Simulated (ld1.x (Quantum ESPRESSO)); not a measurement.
# Before and after: TM potential for arsenic

arsenic, norm-conserving Troullier–Martins (Kleinman–Bylander form), made with ld1.x (Quantum ESPRESSO) 7.5 (PBE, scalar-relativistic). Core [Ar] 3d10, reference 4s2 4p1 (charge +2). Waves: 4p (bound): rc 1.60 bohr; 4s (bound): rc 1.30 bohr. Local part: the s channel. Core correction: Bessel-smoothed model core, default radius (core density twice the valence density).

Change: local potential all-electron potential smoothed inside 1.05 bohr (lloc = -1).

Cutoffs: the cutoffs (Ry, on a coarse ladder) from which the occupation-weighted sum of valence levels, in a spherical-Bessel basis at the reference potential, stays within 10 and 1 mRy of its value at 400 Ry; they do not see the model core or the augmentation charge, which bear on the density cutoff. Errors are all-electron minus pseudo energies relative to the spin-unpolarised reference configuration.

Q: How do hardness, ghosts and transferability respond?

A: The potential gets softer (50 Ry and 120 Ry → 45 Ry and 110 Ry); the bound ghosts move from p to d, s; of the 7 tests that both files solve, the error grows in 2 and shrinks in 5 by more than 15 % and 0.3 meV (median size 22.2 → 4.6 meV); the range in which the s phases agree widens (upper end 2.5 → at the end of the scan); the range in which the p phases agree narrows (upper end at the end of the scan → 0.2). In the separable form a ghost depends on how the local part lies against the semilocal potential of the channel, so the choice of the local part can create or remove one.

```tsv
quantity	base	changed
cutoff, loose	50 Ry	45 Ry
cutoff, tight	120 Ry	110 Ry
loose cutoff by channel (10 mRy a level)	p 15 Ry, s 40 Ry	s 40 Ry, p 8 Ry
bound ghosts	p	s, d
error for 4s2 4p3, meV [ΔE -27.07 eV]	-22	-3.9
error for 4s2 4p2, meV [ΔE -17.92 eV]	-7.5	-3.2
error for 4s2 4p0, meV [ΔE 27.70 eV]	-23	-29
error for 4s1 4p0, meV [ΔE 78.35 eV]	-188	-217
error for 4s2 4p3.3, meV [ΔE -28.30 eV]	-25	-2.6
error for 4s2 4p2.5, meV [ΔE -23.51 eV]	-15	-4.6
error for 4s0 4p5, meV [ΔE -8.01 eV]	-22	-15
s: phases at 1.75 bohr within 0.05 rad from the reference energy up to (Ry; the scan ends near 5)	2.5	to the end of the scan
p: phases at 1.75 bohr within 0.05 rad from the reference energy up to (Ry; the scan ends near 5)	to the end of the scan	0.2
```

 A true bound ghost makes a file unfit for plane-wave use even where its test errors are small: the radial tests pick states by their node count and pass the ghost by.
